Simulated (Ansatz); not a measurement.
System: sum formula TaO4H3, charge 1, multiplicity 2. The spin state was set by rule; other spins were not relaxed. SMILES of the parent species: [O]=[Ta]([OH])([OH])[OH]
Coordinates optimised at B3LYP-D3(BJ)/def2-TZVP (Ansatz, a quantum-chemistry and plane-wave program):
```
Ta
O 1 1.8346
H 2 0.9627 1 173.02
O 1 1.8369 2 110.95 3 -115.00
H 4 0.9642 1 167.56 2 -56.88
O 1 1.8369 2 110.95 3 115.00
H 6 0.9642 1 167.56 2 56.88
O 1 1.9093 2 110.05 3 0.00
```
Charge +1, spin multiplicity 2.

Parts of the frozen-core correlation energy in def2-SVP (Ansatz, hartree). Frozen orbitals: 8; correlated occupied orbitals by spin: 16 and 15; virtual: 79 and 80. Open shells are spin-unrestricted. Spin-orbit coupling is left out. In def2 rows, elements after Kr have scalar-relativistic effective core potentials.

```json
[
 {"term": "reference (HF)", "value": "-357.25830"},
 {"term": "MP2 opposite-spin", "value": "-0.61686"},
 {"term": "MP2 same-spin", "value": "-0.23589"},
 {"term": "CCSD correlation", "value": "-0.85946"},
 {"term": "(T)", "value": "-0.02856"},
 {"term": "T1 diagnostic", "value": "0.024"},
 {"term": "largest doubles amplitude", "value": "0.021"},
 {"term": "<S^2> of the reference", "value": "0.759"}
]
```
